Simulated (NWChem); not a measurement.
Molecule: ZrClF3; SMILES [F][Zr]([F])([Cl])[F]

All runs: NWChem. Each level has its own optimisation; frequencies are unscaled.

For level Hartree-Fock/3-21G (all-electron, non-relativistic):

r Cl–Zr (Å): 2.456
highest harmonic frequency (cm⁻¹): 803

**Question.** What are these values for level Hartree-Fock/STO-3G (all-electron, non-relativistic)?

**Answer.** 
| Quantity | Value |
|---|---|
| r Cl–Zr (Å) | 2.361 |
| highest harmonic frequency (cm⁻¹) | 935 |
